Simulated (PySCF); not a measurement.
Ionisation energy of Si³⁺ by level of theory

Si³⁺ [Ne] 3s1 [3s1/2^1, M_J = 1/2] → Si⁴⁺ [Ne], as a difference of total energies. Calculation: PySCF 2.14, in an even-tempered Gaussian basis (21 s from 0.092 bohr⁻², ratio 2.4; 13 p from 0.12 bohr⁻², ratio 2.4; 6 d from 0.54 bohr⁻², ratio 2.6; 5 f from 0.81 bohr⁻², ratio 2.6); the two-component X2C-1e Hamiltonian. Correlated levels: 1s2 frozen; the 48 highest virtual spinors dropped. "Screened" scales the spin-orbit matrix elements by Boettger's factors to mimic the two-electron term; Breit and QED terms are absent.

| method | ionisation energy (eV) | error (eV) |
| --- | --- | --- |
| GHF (screened spin-orbit) | 44.733 | -0.409 |
| GMP2 (screened spin-orbit) | 45.112 | -0.030 |

Reference: 45.142 eV (measured; NIST Atomic Spectra Database, ionization energies).
